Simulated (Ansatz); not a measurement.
Reactions of `N[SiH2]O[Si](N)(Cl)Cl`.

Calculated with Ansatz (gas phase, PBE0-D4/def2-TZVP geometries, no zero-point term in ΔE). CCSD(T)/CBS is the MP2 limit (def2-TZVPP, def2-QZVPP) plus CCSD(T) − MP2 in def2-TZVPP, frozen cores. This one scheme is used for every species. Functionals use def2-TZVPP. For Se outer-core shells are correlated without core-valence functions, which leaves a few kJ/mol of doubt a bond. Scalar relativity is left out up to krypton. Each species was taken in one conformer, which may not be the lowest.

```csv
reaction,CCSD(T)/CBS(def2) (kJ/mol)
`N[SiH2]O[Si](N)(Cl)Cl` + `N[SiH](Cl)[Si](N)(Cl)Cl` → `N[Si](Cl)(Cl)[Si](N)(Cl)Cl` + `N[SiH2]O[SiH](N)Cl`,?
`N[SiH2]O[Si](N)(Cl)Cl` + `N[SiH](F)[SiH2][SiH3]` → `N[SiH](F)[Si](N)(Cl)Cl` + `N[SiH2]O[SiH2][SiH3]`,41
`N[SiH2]O[Si](N)(Cl)Cl` + `B[SiH2]F` → `B[SiH](F)[SiH2]N` + `N[Si](O)(Cl)Cl`,142
`N[SiH2]O[Si](N)(Cl)Cl` + `[AlH2][SeH]` → `N[SiH2][AlH][SeH]` + `N[Si](O)(Cl)Cl`,139
`N[SiH2]O[Si](N)(Cl)Cl` + H₂S → `N[SiH2]S` + `N[Si](O)(Cl)Cl`,?
`N[SiH2]O[Si](N)(Cl)Cl` + `S[SiH](Cl)Cl` → `N[SiH2]O[SiH](N)Cl` + `S[Si](Cl)(Cl)Cl`,?
`N[SiH2]O[Si](N)(Cl)Cl` + `N[SiH2][SiH3]` → `N[SiH2][Si](N)(Cl)Cl` + `N[SiH2]O[SiH3]`,31
`N[SiH2]O[Si](N)(Cl)Cl` + `[SiH3][SeH]` → `N[SiH2][Se][SiH3]` + `N[Si](O)(Cl)Cl`,53
`N[SiH2]O[Si](N)(Cl)Cl` + `N[SiH](O)F` → `N[Si](F)(Cl)Cl` + `N[SiH2]O[SiH](N)O`,13
```

Task: Fill in the missing values. (Estimate.)

Result: Computed: `N[SiH2]O[Si](N)(Cl)Cl` + `N[SiH](Cl)[Si](N)(Cl)Cl` → `N[Si](Cl)(Cl)[Si](N)(Cl)Cl` + `N[SiH2]O[SiH](N)Cl`: +10.2 kJ/mol; `N[SiH2]O[Si](N)(Cl)Cl` + H₂S → `N[SiH2]S` + `N[Si](O)(Cl)Cl`: +68.6 kJ/mol; `N[SiH2]O[Si](N)(Cl)Cl` + `S[SiH](Cl)Cl` → `N[SiH2]O[SiH](N)Cl` + `S[Si](Cl)(Cl)Cl`: +13.7 kJ/mol.

Largest T1 diagnostic: 0.013, for `B[SiH](F)[SiH2]N`.
